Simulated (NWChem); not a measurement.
The numbers come from NWChem runs, not from measurements. System: boron monoxide dimer (B2O2), charge 0, spin multiplicity 1, at a geometry optimised with PBE0/def2-SVP. Level: RHF/cc-pVTZ.

The NWChem input:

```
start mol
memory heap 200 mb stack 900 mb global 1100 mb
geometry units angstroms nocenter noautoz
  O      0.000000     0.000000    -2.025437
  B      0.000000     0.000000    -0.826223
  B      0.000000     0.000000     0.826223
  O      0.000000     0.000000     2.025437
  symmetry group D2h
end
basis spherical
  * library cc-pvtz
end
scf
  rhf
  nopen 0
  maxiter 100
  thresh 1e-7
  semidirect memsize 60000000 filesize 0
end
task scf energy
```

Part of the output:

```
             Northwest Computational Chemistry Package (NWChem) 7.3.0
             --------------------------------------------------------

                                NWChem Input Module
                                -------------------

 Scaling coordinates for geometry "geometry" by  1.889725989
 (inverse scale =  0.529177249)

 Turning off AUTOSYM since
 SYMMETRY directive was detected!

                             Geometry "geometry" -> ""
                             -------------------------

 Output coordinates in angstroms (scale by  1.889725989 to convert to a.u.)

  No.       Tag          Charge          X              Y              Z
 ---- ---------------- ---------- -------------- -------------- --------------
    1 O                    8.0000     0.00000000     0.00000000    -2.02543700
    2 B                    5.0000     0.00000000     0.00000000    -0.82622300
    3 B                    5.0000     0.00000000     0.00000000     0.82622300
    4 O                    8.0000     0.00000000     0.00000000     2.02543700

 Effective nuclear repulsion energy (a.u.)      66.5135290029

            Nuclear Dipole moment (a.u.)
            ----------------------------
        X                 Y               Z
 ---------------- ---------------- ----------------
     0.0000000000     0.0000000000    -0.0000000000

      Symmetry information
      --------------------

 Group name             D2h
 Group number             26
 Group order               8
 No. of unique centers     2

      Symmetry unique atoms

     1    2


 Summary of "ao basis" -> "" (spherical)
 ------------------------------------------------------------------------------
       Tag                 Description            Shells   Functions and Types
 ---------------- ------------------------------  ------  ---------------------
 *                          cc-pvtz                   on all atoms

 Summary of "ao basis" -> "ao basis" (spherical)
 ------------------------------------------------------------------------------
       Tag                 Description            Shells   Functions and Types
 ---------------- ------------------------------  ------  ---------------------
 O                          cc-pvtz                 10       30   4s3p2d1f
 B                          cc-pvtz                 10       30   4s3p2d1f

                                 NWChem SCF Module
                                 -----------------

  ao basis        = "ao basis"
  functions       =   120
  atoms           =     4
  closed shells   =    13
  open shells     =     0
  charge          =   0.00
  wavefunction    = RHF
  use symmetry    = T
  symmetry adapt  = T

 Summary of "ao basis" -> "ao basis" (spherical)
 ------------------------------------------------------------------------------
       Tag                 Description            Shells   Functions and Types
 ---------------- ------------------------------  ------  ---------------------
 O                          cc-pvtz                 10       30   4s3p2d1f
 B                          cc-pvtz                 10       30   4s3p2d1f

      Symmetry analysis of basis
      --------------------------

        ag         26
        au          6
        b1g         6
        b1u        26
        b2g        14
        b2u        14
        b3g        14
        b3u        14

 Forming initial guess at       0.2s

      Superposition of Atomic Density Guess
      -------------------------------------

 Sum of atomic energies:        -198.63028315

      Non-variational initial energy
      ------------------------------

 Total energy =    -199.617290
 1-e energy   =    -402.064486
 2-e energy   =     135.933667
 HOMO         =      -0.539283
 LUMO         =      -0.038480

      Symmetry analysis of molecular orbitals - initial
      -------------------------------------------------

 !! scf_movecs_sym_adapt:   80 vectors were symmetry contaminated

  Symmetry fudging

 !! scf_movecs_sym_adapt:   68 vectors were symmetry contaminated

  Numbering of irreducible representations:

     1 ag          2 au          3 b1g         4 b1u         5 b2g
     6 b2u         7 b3g         8 b3u

  Orbital symmetries:

     1 ag          2 b1u         3 ag          4 b1u         5 ag
     6 b1u         7 ag          8 b1u         9 b2u        10 b3u
    11 b2g        12 b3g        13 ag         14 b2u        15 b3u
    16 b1u        17 ag         18 b2g        19 b3g        20 b1u
    21 b3u        22 b2u        23 ag

 Starting SCF solution at       1.9s

 ----------------------------------------------
         Quadratically convergent ROHF

 Convergence threshold     :          1.000E-07
 Maximum no. of iterations :          100
 Final Fock-matrix accuracy:          1.000E-09
 ----------------------------------------------

              iter       energy          gnorm     gmax       time
             ----- ------------------- --------- --------- --------
                 1     -199.0419690340  1.85D+00  5.20D-01      1.9
                 2     -199.2243512483  5.39D-01  1.54D-01      2.0
                 3     -199.2496797410  3.22D-01  8.12D-02      2.0
                 4     -199.2552877724  2.47D-02  7.45D-03      2.1
                 5     -199.2553629178  9.73D-05  2.69D-05      2.3
                 6     -199.2553629186  8.98D-09  2.36D-09      2.5

       Final RHF  results
       ------------------

         Total SCF energy =   -199.255362918642
      One-electron energy =   -404.499997272414
      Two-electron energy =    138.731105350859
 Nuclear repulsion energy =     66.513529002913

        Time for solution =      0.7s

       Symmetry analysis of molecular orbitals - final
       -----------------------------------------------

  Numbering of irreducible representations:

     1 ag          2 au          3 b1g         4 b1u         5 b2g
     6 b2u         7 b3g         8 b3u

  Orbital symmetries:

     1 b1u         2 ag          3 ag          4 b1u         5 ag
     6 b1u         7 ag          8 b1u         9 ag         10 b3u
    11 b2u        12 b2g        13 b3g        14 b3u        15 b2u
    16 ag         17 b1u        18 b3g        19 b2g        20 b3u
    21 b2u        22 b1u        23 ag

             Final eigenvalues
             -----------------

              1
    1  -20.5972
    2  -20.5972
    3   -7.6865
    4   -7.6857
    5   -1.3616
    6   -1.3609
    7   -0.7255
    8   -0.6622
    9   -0.6391
   10   -0.5618
   11   -0.5618
   12   -0.5398
   13   -0.5398
   14    0.0359
   15    0.0359
   16    0.1461
   17    0.1552
   18    0.2472
   19    0.2472
   20    0.2609
   21    0.2609
   22    0.2755
   23    0.3164

                       ROHF Final Molecular Orbital Analysis
                       -------------------------------------

 Vector   11  Occ=2.000000D+00  E=-5.617600D-01  Symmetry=b2u
              MO Center=  5.9D-32, -1.4D-17,  9.9D-17, r^2= 3.9D+00
   Bfn.  Coefficient  Atom+Function         Bfn.  Coefficient  Atom+Function
  ----- ------------  ---------------      ----- ------------  ---------------
     9      0.269276  1 O  py                99      0.269276  4 O  py
     6      0.211044  1 O  py                96      0.211044  4 O  py
    12      0.184535  1 O  py               102      0.184535  4 O  py

 Vector   12  Occ=2.000000D+00  E=-5.398377D-01  Symmetry=b2g
              MO Center= -3.4D-17,  1.6D-34, -4.7D-16, r^2= 4.2D+00
   Bfn.  Coefficient  Atom+Function         Bfn.  Coefficient  Atom+Function
  ----- ------------  ---------------      ----- ------------  ---------------
     8      0.284588  1 O  px                98     -0.284588  4 O  px
     5      0.222705  1 O  px                95     -0.222705  4 O  px
    11      0.196944  1 O  px               101     -0.196944  4 O  px

 Vector   13  Occ=2.000000D+00  E=-5.398377D-01  Symmetry=b3g
              MO Center=  2.3D-32, -6.1D-17, -2.8D-16, r^2= 4.2D+00
   Bfn.  Coefficient  Atom+Function         Bfn.  Coefficient  Atom+Function
  ----- ------------  ---------------      ----- ------------  ---------------
     9      0.284588  1 O  py                99     -0.284588  4 O  py
     6      0.222705  1 O  py                96     -0.222705  4 O  py
    12      0.196944  1 O  py               102     -0.196944  4 O  py

 Vector   14  Occ=0.000000D+00  E= 3.594170D-02  Symmetry=b3u
              MO Center= -3.6D-19,  1.5D-32, -9.9D-17, r^2= 3.3D+00
   Bfn.  Coefficient  Atom+Function         Bfn.  Coefficient  Atom+Function
  ----- ------------  ---------------      ----- ------------  ---------------
    41      0.347925  2 B  px                71      0.347925  3 B  px
    11     -0.254653  1 O  px               101     -0.254653  4 O  px
    38      0.200216  2 B  px                68      0.200216  3 B  px
     8     -0.152377  1 O  px                98     -0.152377  4 O  px

 Vector   15  Occ=0.000000D+00  E= 3.594170D-02  Symmetry=b2u
              MO Center=  1.7D-32, -1.6D-18, -1.9D-16, r^2= 3.3D+00
   Bfn.  Coefficient  Atom+Function         Bfn.  Coefficient  Atom+Function
  ----- ------------  ---------------      ----- ------------  ---------------
    42      0.347925  2 B  py                72      0.347925  3 B  py
    12     -0.254653  1 O  py               102     -0.254653  4 O  py
    39      0.200216  2 B  py                69      0.200216  3 B  py
     9     -0.152377  1 O  py                99     -0.152377  4 O  py

 Vector   16  Occ=0.000000D+00  E= 1.460834D-01  Symmetry=ag
              MO Center= -2.5D-20, -4.9D-19,  1.9D-15, r^2= 6.0D+00
   Bfn.  Coefficient  Atom+Function         Bfn.  Coefficient  Atom+Function
  ----- ------------  ---------------      ----- ------------  ---------------
     4      2.309358  1 O  s                 94      2.309358  4 O  s
    34     -1.870130  2 B  s                 64     -1.870130  3 B  s
    40      1.331346  2 B  pz                70     -1.331346  3 B  pz
    51     -0.874842  2 B  d  0              81     -0.874842  3 B  d  0
    13      0.640460  1 O  pz               103     -0.640460  4 O  pz

 center of mass
 --------------
 x =   0.00000000 y =   0.00000000 z =  -0.00000000

 moments of inertia (a.u.)
 ------------------
         522.324462642274           0.000000000000           0.000000000000
           0.000000000000         522.324462642274           0.000000000000
           0.000000000000           0.000000000000           0.000000000000

  Mulliken analysis of the total density
  --------------------------------------

    Atom       Charge   Shell Charges
 -----------   ------   -------------------------------------------------------
    1 O    8     8.22   1.95  1.03  0.24  0.52  1.23  2.11  1.12  0.00  0.02  0.00
    2 B    5     4.78   1.96  0.73  0.14  0.18  0.62  0.83  0.17  0.07  0.05  0.03
    3 B    5     4.78   1.96  0.73  0.14  0.18  0.62  0.83  0.17  0.07  0.05  0.03
    4 O    8     8.22   1.95  1.03  0.24  0.52  1.23  2.11  1.12  0.00  0.02  0.00

       Multipole analysis of the density wrt the origin
       ------------------------------------------------

     L   x y z        total         open         nuclear
     -   - - -        -----         ----         -------
     0   0 0 0     -0.000000      0.000000     26.000000

     1   1 0 0      0.000000      0.000000      0.000000
     1   0 1 0      0.000000      0.000000      0.000000
     1   0 0 1      0.000000      0.000000     -0.000000

     2   2 0 0    -14.688503      0.000000      0.000000
     2   1 1 0      0.000000      0.000000      0.000000
     2   1 0 1      0.000000      0.000000      0.000000
     2   0 2 0    -14.688503      0.000000      0.000000
     2   0 1 1      0.000000      0.000000      0.000000
     2   0 0 2    -27.189116      0.000000    258.776337

 Task  times  cpu:        2.5s     wall:        2.5s

 Total times  cpu:        2.6s     wall:        2.6s
```
